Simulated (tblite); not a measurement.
Here is a computed GFN2-xTB geometry (Å):
```
atom  x, y, z in Å
C1    -2.1844    1.1118   -0.4540
C2    -1.0466    0.3890    0.1308
C3    -0.9181   -0.8919    0.8147
C4    -0.0949   -0.5807   -0.4442
C5     1.3502   -0.3918   -0.3007
C6     2.0097    0.3580    0.7081
N7     3.3130    0.3511    0.5875
S8     3.7164   -0.5367   -0.7126
N9     2.2039   -0.9344   -1.1467
H10   -2.8432    0.4303   -1.0081
H11   -1.8376    1.8773   -1.1467
H12   -2.7783    1.5824    0.3288
H13   -0.3686   -0.9474    1.7455
H14   -1.7165   -1.6255    0.7526
H15   -0.3542   -1.0871   -1.3716
H16    1.5416    0.9047    1.5055
```

Doublet state.

**Question.** Read off the bonds between heavy atoms and their formal orders.

**Answer.** C1–C2 1.47 Å (single); C2–C3 1.46 Å (single); C3–C4 1.54 Å (single); C4–C5 1.46 Å (single); C5–C6 1.42 Å (aromatic); C6–N7 1.31 Å (aromatic); N7–S8 1.63 Å (aromatic); S8–N9 1.62 Å (aromatic); C2–C4 1.48 Å (single); C5–N9 1.32 Å (aromatic). Bonds to hydrogen (Å): C1–H10 1.10; C1–H11 1.09; C1–H12 1.09; C3–H13 1.08; C3–H14 1.09; C4–H15 1.09; C6–H16 1.07. The orders are those of one drawing; other resonance forms can be drawn.

**Question.** Which species is it?

**Answer.** `C[C]1C[C@@H]1c1cnsn1`, C6H7N2S.

**Question.** Name the point group.

**Answer.** C1 (no symmetry element, even within 0.4 Å).

**Question.** Which rings does it hold?

**Answer.** C5–C6–N7–S8–N9 (5 members, 0.00 Å rms from planarity); C2–C3–C4 (3 members).

**Question.** Describe the place of each heavy atom.

**Answer.** C1: carbon bonded to C and 3 H; C2: carbon bonded to 3 C; C3: carbon bonded to 2 C and 2 H; C4: carbon bonded to 3 C and H; C5: carbon bonded to 2 C and N; C6: carbon bonded to C, N and H; N7: nitrogen bonded to C and S; S8: sulfur bonded to 2 N; N9: nitrogen bonded to C and S.

**Question.** What is the arrangement about N9?

**Answer.** It has 2 neighbours (S8, C5) and is bent (angle 109.3°).

**Question.** What is the arrangement about C2?

**Answer.** It has 3 neighbours (C1, C3, C4) and is pyramidal (angles 133.4°, 131.9° and 63.2°, sum 328.5°, 0.43 Å off the plane of its three neighbours).
